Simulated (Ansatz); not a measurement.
Computed with Ansatz.

Basis-set series for `N[C]1(F)[AlH][S]1`. The species carries charge 0 and has multiplicity 1. The geometry is a stationary point of PBE0-D4/def2-TZVP. It is one conformer, not always the lowest.

```
functional       basis  functions  energy (Eh)  HOMO (eV)  LUMO (eV)
   PBE0-D4  def2-TZVPP        219   -834.76413      -6.25      -1.53
   PBE0-D4  def2-QZVPP        401   -834.79417      -6.30      -1.59
   ωB97M-V  def2-TZVPP        219   -835.11928      -8.37       0.08
   ωB97M-V  def2-QZVPP        401   -835.14804      -8.42      -0.10
```

(1) Give the rows for def2-SVP. (An estimate is asked.)

Answers

(1) The calculation gave: 
```csv
functional,basis,functions,energy (Eh),HOMO (eV),LUMO (eV)
PBE0-D4,def2-SVP,93,-834.30796,-6.11,-1.42
ωB97M-V,def2-SVP,93,-834.65900,-8.19,0.29
```

Positive LUMOs are unbound and depend on the basis.
